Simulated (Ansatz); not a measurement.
`[SH][In]([Br])[Br]` + `[OH][Zr]([OH])([OH])[Br]` → `[Br][In]([Br])[Br]` + `[OH][Zr]([OH])([OH])[SH]`  (redistribution)

Program: Ansatz. Geometries: PBE0-D4/def2-TZVP. ΔE: electronic, gas phase. CCSD(T)/CBS is the MP2 limit (def2-TZVPP, def2-QZVPP) plus CCSD(T) − MP2 in def2-TZVPP, frozen cores. DFT in def2-TZVPP. B3LYP here is the variant with VWN-RPA as its local correlation; programs differ in this. HSE06 is defined as in plane-wave codes. Elements past krypton have def2 core potentials. For Br, In, Zr outer-core shells are correlated without core-valence functions, which leaves a few kJ/mol of doubt a bond. Scalar relativity is left out up to krypton. Each species was taken in one conformer, which may not be the lowest.

`[SH][In]([Br])[Br]`:

Cartesian coordinates in Å:
```
S 0.491 0.697 1.727
In 0.195 -0.290 -0.394
Br 1.979 -1.597 -1.435
Br -1.916 -0.029 -1.610
H -0.748 1.218 1.713
```

`[OH][Zr]([OH])([OH])[Br]`:

Z-matrix (Å, degrees):
```
Zr
O 1 1.910
O 1 1.910 2 109.9
O 1 1.910 2 109.9 3 121.2
Br 1 2.543 2 109.0 3 -119.4
H 2 0.952 1 164.3 3 5.4
H 3 0.953 1 164.3 2 126.6
H 4 0.953 1 164.3 2 5.4
```

`[Br][In]([Br])[Br]`:

```xyz
4

Br    0.203   -0.763   -2.306
In    0.000    0.000    0.000
Br    0.232    2.369    0.525
Br   -0.434   -1.606    1.781
```

`[OH][Zr]([OH])([OH])[SH]`:

Z-matrix (Å, degrees):
```
Zr
O 1 1.917
O 1 1.918 2 108.8
O 1 1.913 2 113.0 3 -124.5
S 1 2.480 2 109.1 3 119.5
H 2 0.952 1 164.1 3 9.4
H 3 0.952 1 164.0 2 -161.4
H 4 0.953 1 164.0 2 14.4
H 5 1.346 1 92.2 2 -51.0
```

```
             level  ΔE (kcal/mol)  difference from CCSD(T)/CBS
       LDA (SPW92)            9.8                          0.6
            PBE-D4            9.0                         -0.2
            B97M-V            9.0                         -0.2
        r2SCAN0-D4            9.5                          0.3
          BHLYP-D4            9.2                          0.0
            r2SCAN            9.5                          0.3
             B3LYP            9.1                         -0.1
             HSE06            9.3                          0.1
      MP2/def2-SVP            9.8                          0.6
  CCSD(T)/def2-SVP            9.5                          0.3
     HF/def2-TZVPP            9.2                          0.0
    MP2/def2-TZVPP           10.3                          1.1
SCS-MP2/def2-TZVPP           10.0                          0.8
     HF/def2-QZVPP            9.1                         -0.1
SCS-MP2/def2-QZVPP            9.6                          0.4
      HF/CBS(def2)            9.1                         -0.1
       CCSD(T)/CBS            9.2                            0
```

Q: What do rigid-rotor, harmonic-oscillator terms from PBE0-D4/def2-TZVP frequencies (298.15 K, 1 bar) make of the CCSD(T)/CBS value? (An estimate is asked.)

A: Computed: ΔZPE = -0.5 kcal/mol, ΔH = +8.9 kcal/mol, ΔS = 6 J/(mol·K), ΔG = +8.5 kcal/mol.

Largest T1 diagnostic among the species: 0.017.

Leaving LDA and LC-ωPBE aside and taking each functional with its dispersion term where it has one, the values, not all of them listed here, spread over 1.0 kcal/mol, from revPBE-D4 to PBE-QIDH. LDA lies +0.8 kcal/mol from PBE without D4.
